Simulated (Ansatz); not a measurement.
Relaxation of FGeH$_{3}$ (5 atoms, charge 0, multiplicity 1), to a largest force component of 0.03 eV/Å in at most 50 steps.

Computed with RKS PBE-D4/def2-SVP (Ansatz).

```xyz
5
Properties=species:S:1:pos:R:3
Ge 0.168 0.065 0.119
H 0.582 -0.025 1.590
H 1.693 -0.025 0.019
H -0.602 1.277 -0.426
F -0.627 -1.398 -0.443
```

Where does it end, and by what steps?

The run converged. After 4 steps the energy has fallen by 0.649 eV; H3 moved furthest, 0.37 Å.

| step | energy less start (eV) | largest force component (eV/Å) | accepted |
| --- | --- | --- | --- |
| 0 | 0.0000 | 1.563 | yes |
| 1 | -0.4905 | 0.669 | yes |
| 2 | -0.6364 | 0.323 | yes |
| 3 | -0.6477 | 0.100 | yes |
| 4 | -0.6487 | 0.018 | yes |

```xyz
5
Properties=species:S:1:pos:R:3
Ge 0.283 0.048 0.200
H 0.246 -0.013 1.748
H 1.729 -0.013 -0.351
H -0.499 1.266 -0.353
F -0.544 -1.394 -0.384
```

Whether the end is a true minimum wasn't checked by a vibrational analysis.

Time of the run: 6.1 s on 1 thread of Arm Neoverse V1 (shared host), peak memory 0.11 GiB.
